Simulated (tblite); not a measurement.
CH3Cl2FSi.
Atom-mapped SMILES: `[F:1][SiH2:2][CH:3]([Cl:4])[Cl:5]` (hydrogens: H6, H7 on Si2; H8 on C3)

Geometry (GFN2-xTB, Å), atoms numbered from 1 in this order:
```
atom  x, y, z in Å
F1     1.705   -1.043   -0.648
Si2    0.974    0.116    0.188
C3    -0.886   -0.022   -0.277
Cl4   -1.547   -1.556    0.343
Cl5   -1.780    1.341    0.438
H6     1.144   -0.196    1.592
H7     1.498    1.372   -0.314
H8    -1.098   -0.003   -1.346
```

Calculated harmonic vibrations of the isolated species, GFN2-xTB (tblite), most abundant isotopes, no scaling. This tight-binding method is rough: wavenumbers can miss measured ones by several per cent, in bad cases by 10 to 20. Modes of hydrogen on silicon can be 10 to 20 % off. One conformer, not necessarily the lowest.

Harmonic wavenumbers (cm⁻¹): 49.7, 101.1, 190.2, 206.1, 277.5, 490.3, 544.3, 624.7, 661.7, 708.2, 739.6, 786.9, 839.9, 1120.0, 1154.4, 2375.1, 2403.6, 2949.3.

A = 3065, B = 1711, C = 1165 MHz; mass 131.937 u (most abundant isotopes); point group C1, symmetry number 1.

**Question.** Zero-point energy?

**Answer.** ½Σν̃ = 8111 cm⁻¹ = 97.03 kJ/mol.

**Question.** Entropy at 200 K, 1 bar (ideal gas, RRHO, classical rotation)?

**Answer.** Translation 161.45, rotation 113.66, vibration 47.81: S = 322.9 J/(mol K).

**Question.** And Cp and H(200 K) − H(0)?

**Answer.** Cp = 83.45 J/(mol K), of which vibrations give 50.19 (their classical limit is 18 R = 149.7); H(200 K) − H(0) = 11.81 kJ/mol without the zero-point energy, 5.16 from vibrations.

**Question.** Which modes carry the vibrational entropy at 200 K?

**Answer.** 49.7 cm⁻¹: 16.91; 101.1 cm⁻¹: 11.14; 190.2 cm⁻¹: 6.33; 206.1 cm⁻¹: 5.76; 277.5 cm⁻¹: 3.82; 490.3 cm⁻¹: 1.14 J/(mol K); the other 12 give 2.70 together.

**Question.** How do the functions run with temperature in this model?

**Answer.** 
```json
{"T (K)": "150", "S (J/(mol K))": "300.7", "Cp (J/(mol K))": "71.8", "H − H(0) (kJ/mol)": "7.93", "G − H(0) (kJ/mol)": "-37.17", "ln q(vib)": "1.87"}
{"T (K)": "250", "S (J/(mol K))": "342.8", "Cp (J/(mol K))": "94.7", "H − H(0) (kJ/mol)": "16.27", "G − H(0) (kJ/mol)": "-69.42", "ln q(vib)": "3.42"}
{"T (K)": "298.15", "S (J/(mol K))": "360.3", "Cp (J/(mol K))": "104.3", "H − H(0) (kJ/mol)": "21.06", "G − H(0) (kJ/mol)": "-86.35", "ln q(vib)": "4.15"}
{"T (K)": "400", "S (J/(mol K))": "393.3", "Cp (J/(mol K))": "120.1", "H − H(0) (kJ/mol)": "32.54", "G − H(0) (kJ/mol)": "-124.77", "ln q(vib)": "5.65"}
{"T (K)": "600", "S (J/(mol K))": "445.9", "Cp (J/(mol K))": "139.1", "H − H(0) (kJ/mol)": "58.65", "G − H(0) (kJ/mol)": "-208.91", "ln q(vib)": "8.40"}
{"T (K)": "900", "S (J/(mol K))": "505.6", "Cp (J/(mol K))": "154.8", "H − H(0) (kJ/mol)": "102.98", "G − H(0) (kJ/mol)": "-352.10", "ln q(vib)": "11.95"}
```

q(vib) and H(0) count from the zero-point level.

**Question.** Blend soft modes into free rotors: weight 1/[1 + (100 cm⁻¹/ν̃)⁴] for the oscillator and the rest for a rotor with moment μB/(μ + B), μ = h/(8π²ν), B = 10⁻⁴⁴ kg m². What vibrational entropy results?

**Answer.** 44.08 J/(mol K) in place of 47.81, which changes −T·S at 200 K by +0.75 kJ/mol.

**Question.** What must be added to the electronic energy to get the Gibbs energy at 200 K and 1 bar?

**Answer.** ZPE + [H(200 K) − H(0)] − T·S = 97.03 + 11.81 − 64.58 = 44.26 kJ/mol.

Hindered rotation and anharmonicity are outside this model. Other conformers, if any are populated, would add a mixing term that is left out. The structure is chiral; the term R ln 2 for an equal mix with its mirror image is left out.
